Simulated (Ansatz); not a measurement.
Mulliken charges of CH$_{4}$F$_{2}$GeO (`C[O][GeH]([F])[F]`) from B3LYP/def2-TZVPP in Ansatz (PBE0-D4/def2-TZVP geometry).

```csv
atom,x (Å),y (Å),z (Å),charge (e)
C1,0.048,-1.395,-0.171,-0.144
O2,-0.126,-0.373,0.800,-0.401
Ge3,-0.060,1.305,0.352,0.903
F4,-1.223,1.610,-0.880,-0.365
F5,1.442,1.625,-0.427,-0.365
H6,-0.037,-2.350,0.348,0.113
H7,1.034,-1.335,-0.642,0.119
H8,-0.722,-1.345,-0.947,0.119
H9,-0.269,2.212,1.550,0.022
```

Question: By hand: the dipole of these point charges (1 e Å = 4.8032 D).

Answer: Σ q r = (-0.063, -0.188, 0.383) e Å, of length 0.431 e Å = 2.07 D.

Question: How does the dipole of the full density compare? (Best estimate.)

Answer: Computed: (-0.041, -0.175, 0.250) e Å, 1.48 D; the point charges give 1.40 times that, at 9° from its direction.

Point charges leave out the atoms' own dipoles, such as those of lone pairs, and Mulliken's split depends on the basis, so the two needn't agree.

B3LYP here is the variant with VWN-RPA as its local correlation; programs differ in this.
